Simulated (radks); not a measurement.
Q: Radial electron density D(r) = 4 pi r^2 rho(r) of an atom or ion with 55 electrons. Method: scalar-relativistic Kohn-Sham, LDA (Slater exchange, Perdew-Zunger correlation), spin-polarised, spherical densities, finite nucleus; Fermi nuclear charge, rms radius of each element as measured or else 0.836 A^(1/3) + 0.57 fm; computed with a radial shooting solver on a logarithmic mesh with Libxc functionals.

```
   r/bohr * D(r) (the largest magnitude, 95.8, reaches the edge; | marks zero)
 0.001925 |   *
  0.00226 |    *
 0.002631 |      *
 0.003062 |       *
 0.003594 |          *
 0.004184 |            *
  0.00487 |               *
  0.00567 |                  *
 0.006654 |                      *
 0.007746 |                          *
 0.009018 |                              *
  0.01058 |                                  *
  0.01232 |                                     *
  0.01434 |                                        *
   0.0167 |                                         *
  0.01959 |                                         *
  0.02281 |                                        *
  0.02655 |                                      *
  0.03116 |                                    *
  0.03628 |                                    *
  0.04223 |                                      *
  0.04916 |                                          *
   0.0577 |                                               *
  0.06717 |                                                    *
  0.07819 |                                                      *
  0.09176 |                                                    *
   0.1068 |                                               *
   0.1244 |                                          *
   0.1448 |                                       *
   0.1699 |                                         *
   0.1978 |                                            *
   0.2303 |                                              *
   0.2702 |                                         *
   0.3146 |                                *
   0.3662 |                      *
   0.4263 |                *
   0.5003 |                *
   0.5824 |                  *
    0.678 |                 *
   0.7957 |              *
   0.9263 |          *
    1.078 |      *
    1.255 |    *
    1.473 |   *
    1.715 |  *
    1.997 | *
    2.343 |*
    2.728 |*
    3.175 |*
    3.697 |*
    4.338 |*
     5.05 *
    5.879 *
    6.899 *
    8.032 *
     9.35 *
    10.89 *
```

What is the nuclear charge?

A: Z = 56. The innermost maximum, from 1s, lies near gamma/Z bohr with gamma = sqrt(1 - (Z/c)^2) = 0.913, here 0.0163 bohr (found: 0.0179), and its height grows with Z. The density is that of the barium ion Ba+ in [Kr] 4d10 5s2 5p4 6s1 6p2; the configuration itself is not fixed sharply by these data, and Z only to a few units. D(r) has 4 maxima, at r = 0.0179, 0.0788, 0.225, 0.626 bohr, and minima at 0.0346, 0.148, 0.462 bohr, inside which lie 1.97, 11.20, 28.97 electrons.
